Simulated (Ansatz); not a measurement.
Total energies of Be13O13, a nanocrystal cut from zinc blende BeO (bare) from Ansatz at PBE0-D4/def2-TZVP, gas phase (1 Eh = 27.2114 eV = 2625.5 kJ/mol). The reference geometry is relaxed at PBE-D4/def2-SVP.

```xyz
26

O     0.941   -0.923   -1.545
O    -0.584   -2.802   -0.419
O     2.101   -2.708    0.172
O     1.767   -0.121    0.995
O     0.221   -2.020    2.059
O    -1.652   -0.949   -2.177
O    -0.007    0.950   -3.298
O     0.691    1.746   -0.776
O    -1.897    1.654   -1.426
O    -1.417   -0.293    0.553
O    -0.028    0.630    2.823
O    -1.077    2.451    1.096
O     1.610    2.522    1.681
Be    1.069   -2.344   -0.818
Be   -0.059   -0.387   -2.674
Be   -1.346   -2.196   -1.497
Be    1.342    0.277   -0.524
Be   -0.719   -1.773    0.793
Be    1.721   -1.709    1.191
Be    1.458    1.089    1.998
Be    0.071   -0.819    2.863
Be   -1.809    0.119   -1.001
Be   -0.257    1.723   -2.066
Be    0.608    2.565    0.598
Be   -1.776    2.385   -0.176
Be   -0.973    0.931    1.573
```

```json
{"state": "charge 0 singlet", "geometry": "reference", "energy (Eh)": "-1170.50845"}
{"state": "charge 1 doublet", "geometry": "reference", "energy (Eh)": "-1170.19595"}
{"state": "charge 1 doublet", "geometry": "relaxed at PBE-D4/def2-SVP", "energy (Eh)": "-1170.20533"}
{"state": "charge -1 doublet", "geometry": "reference", "energy (Eh)": "-1170.54867"}
{"state": "charge -1 doublet", "geometry": "relaxed at PBE-D4/def2-SVP", "energy (Eh)": "-1170.56007"}
{"state": "free O atom (triplet)", "geometry": "–", "energy (Eh)": "-75.01860"}
{"state": "free Be atom (singlet)", "geometry": "–", "energy (Eh)": "-14.63549"}
```

Single mean-field runs in def2-TZVP are fitted with def2-universal-jkfit.

Q: Work out the vertical ionisation energy to the doublet.

A: E(charge 1 doublet) − E(charge 0 singlet) = -1170.19595 − (-1170.50845) = 0.31250 Eh = 8.50 eV. For comparison, −ε of the highest occupied level is 6.99 eV at this level, 1.51 eV less.

Q: Work out the vertical electron affinity, to the doublet.

A: E(charge 0 singlet) − E(charge -1 doublet) = -1170.50845 − (-1170.54867) = 0.04022 Eh = 1.09 eV. The basis lacks diffuse functions, which makes affinities too small.

Q: Give the fundamental gap IE − EA, the Mulliken electronegativity (IE + EA)/2 and the hardness (IE − EA)/2.

A: From the values in Eh: IE − EA = 0.31250 − 0.04022 = 0.27228 Eh = 7.41 eV; (IE + EA)/2 = 4.80 eV; (IE − EA)/2 = 3.70 eV. The HOMO–LUMO gap of the same run is 4.93 eV, 2.48 eV smaller than the fundamental gap.

Q: How much does the charge 1 doublet relax, and what is the adiabatic ionisation energy?

A: Relaxation: -1170.19595 − (-1170.20533) = 0.00938 Eh = 0.26 eV. Adiabatic ionisation energy: 0.30312 Eh = 8.25 eV, without zero-point energy. 

Q: How much does the charge -1 doublet relax, and what is the adiabatic electron affinity?

A: Relaxation: -1170.54867 − (-1170.56007) = 0.01140 Eh = 0.31 eV. Adiabatic electron affinity: 0.05162 Eh = 1.40 eV, without zero-point energy. 

Q: What is the binding energy per atom against free atoms?

A: Atoms: 13 × (-75.01860) + 13 × (-14.63549) = -1165.50317 Eh. Binding: -1165.50317 − (-1170.50845) = 5.00528 Eh = 136.20 eV, or 5.24 eV for each of 26 atoms (no zero-point energy, no counterpoise term).
